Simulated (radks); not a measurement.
Values are calculated unless marked as measured or tabulated.
Question: These are the eigenvalues of the occupied orbitals of an atom or ion with whole-number occupations (hartree). Code: a radial shooting solver on a logarithmic mesh with Libxc functionals. Model: non-relativistic Kohn-Sham, PBE, spin-polarised, spherical densities, point nucleus.

orbital  eigenvalue
1s up     -65.81259
1s down   -65.80921
2s up      -5.45113
2s down    -5.44728
2p up      -3.86282
2p down    -3.85773
3s up      -0.71491
3s down    -0.67411
3p up      -0.44561

Which element is it, and in what charge state? The configuration may be excited. Open shells, if any, are filled with parallel spins first.

Answer: Z = 14, silicon, charge +1: Si+ in [Ne] 3s2 3p1. The list shows which subshells hold electrons but not how many an open one holds; the 1s level, -65.813 hartree, gives Z - s = 11.5 by -(Z - s)^2/2, which with screening narrows Z to a few neighbours, and the depths of the outer levels then fix element, charge and occupations together.
